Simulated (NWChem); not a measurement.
## H3AlS

```xyz
5

Al    -1.1157     0.1388     0.0000
H     -1.6623     1.6220     0.0000
H     -2.0259    -1.1508     0.0000
S      1.0503    -0.2110     0.0000
H      1.3869     1.1006     0.0000
```
Charge 0, spin multiplicity 1.

The numbers come from NWChem runs, not from measurements. The geometry was optimised at B3LYP/def2-SVP, a minimum by its harmonic frequencies. It is one conformer; others weren't searched.

Symmetry labels belong to the abelian group Cs used in the runs, with the axes of the coordinates shown.

The structure started from a generated list of species.

**Question.** List the lowest 3 singlet excitations that TD-PBE/def2-SVPD gives, with oscillator strengths.

**Answer.** 
```csv
state,symmetry,energy (eV),wavelength (nm),f
1,a',5.00,248,0.070
2,a",5.33,233,0.000
3,a",5.56,223,0.002
```
